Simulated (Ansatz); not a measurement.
Correlation energies of BH4NSSiZn, SMILES `B[N]1[SiH2][S][Zn]1` by basis set

```xyz
9

B    -0.134    0.835   -1.498
N     0.046   -0.196   -0.580
Si    0.002   -0.106    1.181
S     0.382   -2.170    1.735
Zn    0.395   -2.052   -0.464
H    -0.353    1.956   -1.108
H    -0.076    0.626   -2.681
H     1.062    0.778    1.726
H    -1.324    0.329    1.688
```

Charge 0, multiplicity 1. For Zn the d shell is correlated and the shells below it are frozen. Scalar relativity is left out up to krypton. Geometry: relaxed with PBE0-D4/def2-TZVP. Frozen core, restricted reference, Ansatz.

| basis | HF (Eh) | MP2 corr. | CCSD corr. | (T) | CCSD(T) total |
| --- | --- | --- | --- | --- | --- |
| def2-SVP | -2545.28109 | ? | -0.79038 | -0.02655 | ? |
| def2-TZVPP | ? | -1.09892 | ? | ? | ? |
| def2-QZVPP | -2545.92794 | -1.18013 | – | – | – |

(1) Fill in the withheld values. (Best estimate.)

## Answers

(1) Computed: def2-SVP MP2 corr.: -0.76906; def2-SVP CCSD(T) total: -2546.09802; def2-TZVPP HF (Eh): -2545.86156; def2-TZVPP CCSD corr.: -1.09009; def2-TZVPP (T): -0.04563; def2-TZVPP CCSD(T) total: -2546.99728.
